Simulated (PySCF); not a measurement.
## C4H13AlSi: core ionisation energies

AlEt2(SiH3), C4H13AlSi.
Structure used (PBE0-D3(BJ)/def2-SVP), in Å, numbered top down from 1:
```xyz
19
C4H13AlSi angstrom
Al     0.0690    0.1532   -0.0149
C      1.8797    0.3418    0.7379
C      2.5397   -0.9304    1.2683
H      1.8182    1.1075    1.5361
H      2.5150    0.8156   -0.0354
H      3.5331   -0.7406    1.7078
H      1.9299   -1.4137    2.0494
H      2.6772   -1.6806    0.4728
C     -0.8690    1.7164   -0.7617
C     -2.2821    1.4951   -1.2998
H     -0.2163    2.1365   -1.5520
H     -0.8714    2.4982    0.0227
H     -2.7341    2.4213   -1.6922
H     -2.2977    0.7569   -2.1179
H     -2.9618    1.1110   -0.5215
Si    -1.0138   -2.0647    0.0429
H     -0.0596   -3.1766   -0.2844
H     -2.1782   -2.1954   -0.8939
H     -1.5406   -2.3580    1.4203
```

Theory: delta-SCF UKS SCAN, pcX-2 on the ionised atom, pcseg-1 elsewhere, spin-free X2C in PySCF. These are vertical core ionisation energies against the vacuum level, from separate self-consistent calculations with and without the core hole.

Question: Give the core binding energies atom by atom.

Answer: 
| atom(s) | bonded to | level | binding energy (eV) | 2p1/2 (eV) | above the level's lowest (eV) | count |
| --- | --- | --- | --- | --- | --- | --- |
| Si16 | 3 H and Al | Si 1s | 1845.50 | – | 0.00 | 1 |
| Al1 | 2 C and Si | Al 1s | 1566.00 | – | 0.00 | 1 |
| C3/C10 | C and 3 H | C 1s | 290.44 | – | +0.93 | 2 |
| C2/C9 | C, 2 H and Al | C 1s | 289.51 | – | 0.00 | 2 |
| Si16 | 3 H and Al | Si 2p3/2 | 105.80 | 106.43 | 0.00 | 1 |

Lowest listed C 1s: C2/C9, bonded to C, 2 H and Al. Highest, 0.93 eV above it: C3/C10, bonded to C and 3 H.

Question: Which photon wavelength matches the C 1s of C2/C9 threshold?

Answer: λ = hc/E = 12398.42 eV Å / 289.51 eV = 42.826 Å.

One atom of each set of topologically equivalent atoms was ionised and stands for the set; in this conformer not all members are related by symmetry, and their own values weren't computed. For 2p shells one spin-free hole was relaxed; a mean-field spin–orbit operator and the ground-state splitting of the three 2p orbitals were then diagonalised within the shell. The shell's mean is (2 × 2p3/2 + 2p1/2)/3, and the degeneracies 2j + 1 give areas of 2:1. 2p1/2 minus 2p3/2 (ligand field included): Si 0.62 eV. Isolated species at its PBE0-D3(BJ)/def2-SVP geometry (one conformer only).
